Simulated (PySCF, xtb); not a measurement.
1-hydroxysiletane (C₃H₈OSi), SMILES O[SiH]1CCC1.

GFN2-xTB (xtb 6.7.1) at its own geometry gives an orbital gap of 5.34 eV and a dipole moment of 1.72 D.

Geometry optimised at B3LYP-D3(BJ)/def2-SVP. One conformer was computed; it need not be the lowest.

### Question
What does PySCF with PBE/def2-TZVP give? (An estimate is asked for; the answer gives what the named calculation found.)

### Answer
gap 6.08 eV (levels -6.43 and -0.35 eV), dipole 0.86 D.
